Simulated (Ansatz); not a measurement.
Consider the cleavage of the Si–In bond: `[SiH3][InH2]` + `C[SeH]` → `C[Se][SiH3]` + `[InH3]`.

Computed with Ansatz on PBE0-D4/def2-TZVP structures; ΔE is electronic, products minus reactants. CCSD(T)/CBS is the MP2 limit (def2-TZVPP, def2-QZVPP) plus CCSD(T) − MP2 in def2-TZVPP, frozen cores. Functionals use def2-TZVPP. def2 core potentials past Kr. For In, Se outer-core shells are correlated without core-valence functions, which leaves a few kJ/mol of doubt a bond. Scalar relativity is left out up to krypton.

```json
{"species": "`[SiH3][InH2]`", "PBE energy (Eh)": "-482.44358"}
{"species": "`C[SeH]`", "PBE energy (Eh)": "-2441.65348"}
{"species": "`C[Se][SiH3]`", "PBE energy (Eh)": "-2732.22297"}
{"species": "`[InH3]`", "PBE energy (Eh)": "-191.88156"}
```

Task: Work out ΔE.

Result: ΔE = (-2732.22297) + (-191.88156) − (-482.44358) − (-2441.65348) = -0.00747 Eh = -0.20 eV. CCSD(T)/CBS gives -0.29 eV.

Largest T1 diagnostic among the species: 0.014.

At CCSD(T), def2-SVP lies +0.09 eV from the extrapolated value and def2-TZVPP +0.02 eV. From BLYP to BHLYP (50 % exact exchange), in def2-TZVPP and without D4, ΔE moves by −0.08 eV.
